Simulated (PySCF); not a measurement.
# Xe²⁺: excitation energy

Xe²⁺ [Kr] 4d10 5s2 5p4 (3P) → Xe²⁺ [Kr] 4d10 5s2 5p3 6s1 (5S), as a difference of total energies. Computed with PySCF 2.14 in aug-cc-pwCVDZ-PP with ECP28MDF (6s5p4d1f, 48 functions), with a scalar-relativistic core potential. Correlated levels: valence and next inner shell: nothing frozen outside the core potential. The calculations carry no spin-orbit coupling.

```json
{"method": "UHF", "excitation energy (eV)": "13.944"}
{"method": "MP2 (valence and next inner shell)", "excitation energy (eV)": "13.897"}
{"method": "SCS-MP2 (valence and next inner shell)", "excitation energy (eV)": "14.041"}
{"method": "CCSD (valence and next inner shell)", "excitation energy (eV)": "13.974"}
{"method": "CCSD(T) (valence and next inner shell)", "excitation energy (eV)": "13.965"}
```

Question: How much does correlation contribute at CCSD(T) (valence and next inner shell)?

Answer: 13.965 − (13.944) = 0.021 eV, measured against UHF.

The promoted electron is Rydberg-like, and one or two diffuse shells describe it only roughly, which tends to raise the upper state.
